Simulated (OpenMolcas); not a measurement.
Nd2+: effect of the basis set

| Property | Result |
| --- | --- |
| Program | OpenMolcas 26.06 |
| Method | SS-CASPT2, IPEA 0.25 Eh, imaginary shift 0.1 Eh (closed shells correlated: 5s 5p) |
| Active space | 4 electrons in 7 orbitals (4f) |
| State averaging | 2S+1 = 5 even, 35 roots; 2S+1 = 3 even, 210 roots (159 in the spin-orbit step); 2S+1 = 1 even, 196 roots (105 in the spin-orbit step) |
| Spin-orbit coupling | RASSI with atomic mean-field integrals over the reference wave functions, term energies averaged over their components |

A. ANO-R1 [7s5p3d2f], X2C, finite nucleus; CASPT2 step of the order of 100 core-seconds
B. ANO-RCC-VDZP [7s6p4d2f1g], DKH2, point nucleus; CASPT2 step of the order of 100 core-seconds
C. ANO-R2 [8s7p4d3f1g], X2C, finite nucleus; CASPT2 step roughly 120 core-seconds
D. ANO-RCC-VTZP [8s7p5d3f2g1h], DKH2, point nucleus; CASPT2 step roughly 3 core-minutes
E. ANO-R3 [9s8p5d5f3g1h], X2C, finite nucleus; CASPT2 step of the order of 9 core-minutes
F. ANO-RCC-VQZP [9s8p6d4f3g2h], DKH2, point nucleus; CASPT2 step of the order of 19 core-minutes

Energies in cm⁻¹ above 4f⁴ ⁵I₄, the measured ground level; measured values from Ding et al., The Spectrum and Energy Levels of the Low-lying Configurations of Nd III (preprint, 2023).

```csv
Level,A,B,C,D,E,F,Measured
4f⁴ ⁵I₄,0.0,0.0,0.0,0.0,0.0,0.0,0.0
4f⁴ ⁵I₅,1220,1207,1253,1233,1263,1235,1138
4f⁴ ⁵I₆,2570,2550,2620,2590,2640,2600,2388
4f⁴ ⁵I₇,4000,3980,4060,4030,4070,4040,3715
4f⁴ ⁵I₈,5490,5480,5540,5520,5530,5530,5093
4f⁴ ⁵F₁,11310,12360,10850,11750,10400,11950,
4f⁴ ⁵F₂,11700,12760,11230,12140,10770,12340,10774
4f⁴ ⁵F₃,12410,13450,11970,12850,11520,13050,11425
4f⁴ ⁵S₂,13200,14450,12650,14040,12290,13900,
4f⁴ ⁵F₄,13220,14260,12730,13620,12260,13810,12181
4f⁴ ⁵F₅,14280,15330,13820,14710,13370,14900,13210
4f⁴ ³K₆(1),15090,15560,13700,14520,13070,14440,14064
4f⁴ ³H₄(1) [62 %],16120,17350,14660,15980,14010,15920,
4f⁴ ³K₇(1),16340,16760,14970,15740,14360,15660,15154
4f⁴ ³K₈(1),17760,18150,16410,17130,15830,17060,16459
4f⁴ ⁵G₂,17950,18760,17140,18070,16530,18140,
4f⁴ ³H₅(1) [67 %],18040,19280,16620,17990,15970,17920,16622
4f⁴ ³D₂ [56 %],20020,21710,18480,20180,17660,20130,
4f⁴ ³H₆(1),20590,21790,19110,20560,18450,20450,
4f⁴ ³D₁ [52 %],20880,22510,19350,21050,18570,21010,
4f⁴ ⁵G₅ [67 %],20960,21840,20080,21070,19480,21100,18313
4f⁴ ³D₃,22240,23880,20700,22370,19860,22310,
4f⁴ ³L₇,22450,22370,21010,21340,20500,21250,
4f⁴ ³P₀,22460,24020,20860,22620,20170,22580,
```

Deviations, from unrounded energies. A percentage is the sum of absolute deviations over the sum of measured energies, with the sign that they share, or ± where signs differ.

| Against measurement | Levels | A | B | C | D | E | F |
| --- | --- | --- | --- | --- | --- | --- | --- |
| mean absolute deviation (cm-1) | 13 | 970 | 1500 | 440 | 970 | 440 | 1000 |
| fine structure of the ground term (%) | 4 | +7.7 | +7.2 | +9.3 | +8.5 | +9.5 | +8.7 |
| other terms of the ground configuration (%) | 9 | +9.1 | +15.0 | ±3.5 | +9.0 | ±3.6 | +9.4 |

C, E lie about equally close to measurement and B furthest from it. The largest miss of C in the table is 4f⁴ ⁵G₅ [67 %], by +1800 cm-1. The ranking rests on the paired levels alone, and a cruder setting can come out closer through cancelling errors.

The two smallest mean deviations differ by little beside CASPT2's spread within terms, so their order carries little weight.

Among A to F the level of the table that moves most is 4f⁴ ³D₂ [56 %], by 4000 cm-1 (lowest in E, highest in B). Moves below CASPT2's spread within the term are not significant.

CASPT2 does not keep the components of a term degenerate, so their means are used; among the terms shown or strongly mixed into the levels shown the widest spread is 1000 cm-1 (4f⁴ ⁵I, F). Over all roots computed the reference weight is 0.86 to 0.93 in A, 0.85 to 0.90 in C, 0.84 to 0.90 in E; the roots of lowest weight are the least certain, and an intruder state may touch them. High states are left out of the spin-orbit mixing, which shifts the levels that they would mix with. Some levels mix across a computed gap that differs much from the measured one, so their mixing is not that of the real levels. The CASPT2 spread within a term exceeds the gap to the next term for 4f⁴ ⁵F and 4f⁴ ⁵S, so the order of their levels is uncertain, and so are names and mixing where such terms share a J (figures for A; the like holds for B, C, E, F). Some terms miss by over 15 % even with CASPT2, which points to a basis or an active space too small for the shells correlated (holds for B; D; F). Measured partners are found by configuration, term and J. A level has none where our copy of the source lacks it or the pairing is in doubt (some pairs that miss far off the trend of their configuration count as doubtful), and it then counts in no deviation. Only configurations of the active space appear. The table leaves out levels that lie high or whose names do not pair safely across all columns.

A share in square brackets marks a mixed level and gives the weight of the term that names it, the lowest over the columns. A number in round brackets counts repeated terms of one configuration in the order of the reference energies.
